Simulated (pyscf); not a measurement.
**HO–V(F)(F)(F)–Cl, singlet**

Gas-phase minimum from PySCF at ωB97X-D3(BJ)/def2-SVP, one conformer. 

SMILES: [F][V]([F])([OH])([F])[Cl]
```xyz
7

O     -0.3138    -2.7772    -1.6385
V     -0.8474    -1.3187    -0.8842
F     -0.7794    -0.5612    -2.4160
F      0.2406    -0.1938    -0.2320
F     -0.8189    -2.1977     0.6212
Cl    -2.9616    -1.0123    -0.7192
H     -0.1962    -3.5035    -1.0028
```

Bond lengths (Å): O1–V2 1.727, O1–H7 0.972, V2–F3 1.710, V2–F4 1.695, V2–F5 1.743, V2–Cl6 2.143. Angles (°): V2–O1–H7 112.5, O1–V2–F3 88.3, O1–V2–F4 122.0, O1–V2–F5 86.9, O1–V2–Cl6 117.3, F3–V2–F4 91.4, F3–V2–F5 174.9, F3–V2–Cl6 92.6, F4–V2–F5 89.5, F4–V2–Cl6 120.6, F5–V2–Cl6 91.2.

Properties at ωB97X-D3(BJ)/def2-SVP:

```
Item                                                                                                                                                                                            Value
---------------------------------------------------------------------------------------------------------------------  ------------------------------------------------------------------------------
Harmonic wavenumbers, unscaled                                                                                         97, 114, 241, 250, 265, 332, 377, 447, 505, 640, 753, 790, 826, 904, 3817 cm⁻¹
Zero-point energy                                                                                                                                                                       14.8 kcal/mol
Rotational symmetry number                                                                                                                                                                          1
Entropy of this conformer at 298 K and 1 atm, rigid rotor and harmonic oscillator, modes under 100 cm⁻¹ raised to 100                                                                 359.2 J/(mol K)
Dipole moment                                                                                                                                                                                  1.90 D
```

Single-point totals, which compare only within one level:

```json
[
 {"level": "ωB97X-D3(BJ)/def2-TZVP", "total energy (hartree)": "-1779.90268"},
 {"level": "PBE/def2-TZVP", "total energy (hartree)": "-1779.21248"},
 {"level": "r²SCAN/def2-TZVP", "total energy (hartree)": "-1779.75718"},
 {"level": "B3LYP-D3(BJ)/def2-TZVP", "total energy (hartree)": "-1779.97229"},
 {"level": "PBE0-D3(BJ)/def2-TZVP", "total energy (hartree)": "-1779.19696"},
 {"level": "M06-2X/def2-TZVP", "total energy (hartree)": "-1779.67388"},
 {"level": "ωB97M-D3(BJ)/def2-TZVP", "total energy (hartree)": "-1780.03989"}
]
```

Soft torsions are taken as harmonic, which can shift the entropy by several J/(mol K).
